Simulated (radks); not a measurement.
Species: Ru. Configuration: [Kr] 4d6.5 5s1.5 (fractional occupations, a model configuration).

Method: Dirac Kohn-Sham, PBE, spin-unpolarised, spherical densities, finite nucleus; open shells are shared between the two j in proportion to 2j + 1; Fermi nuclear charge, rms radius 4.4809 fm; computed with a radial shooting solver on a logarithmic mesh with Libxc functionals.

Energy parts (eV):
total: -123306.779
kinetic: 128311.640
electron-nucleus: -298227.389
Hartree: 50243.416
exchange-correlation: -3634.446

Orbitals (lengths in bohr, moments of r in powers of bohr; r(max) is where P^2 peaks):
1s1/2: occ. 2; eigenvalue (eV) -21926.92; r(max) 0.02171
2s1/2: occ. 2; eigenvalue (eV) -3153.455; r(max) 0.1230
2p1/2: occ. 2; eigenvalue (eV) -2913.967; r(max) 0.09548
2p3/2: occ. 4; eigenvalue (eV) -2783.046; r(max) 0.09947
3s1/2: occ. 2; eigenvalue (eV) -556.7684; r(max) 0.3618
3p1/2: occ. 2; eigenvalue (eV) -463.8574; r(max) 0.3486
3p3/2: occ. 4; eigenvalue (eV) -441.6436; r(max) 0.3581
3d3/2: occ. 4; eigenvalue (eV) -277.2185; r(max) 0.2995
3d5/2: occ. 6; eigenvalue (eV) -272.8906; r(max) 0.3023
4s1/2: occ. 2; eigenvalue (eV) -77.9349; r(max) 0.9143
4p1/2: occ. 2; eigenvalue (eV) -50.2632; r(max) 0.9655
4p3/2: occ. 4; eigenvalue (eV) -46.8646; r(max) 0.9902
4d3/2: occ. 2.6; eigenvalue (eV) -6.5963; r(max) 1.198
4d5/2: occ. 3.9; eigenvalue (eV) -6.2599; r(max) 1.210
5s1/2: occ. 1.5; eigenvalue (eV) -4.7056; r(max) 2.686

The highest occupied level is 5s1/2 at -4.706 eV. Summed over all electrons, <r^2> = 55.35 bohr^2, which gives a Langevin (diamagnetic) susceptibility term of -43.8 x 10^-6 cm^3/mol. The density falls to 0.001 e/bohr^3 at r = 4.59 bohr. The electron density at the nucleus is 1.101e+05 e/bohr^3.
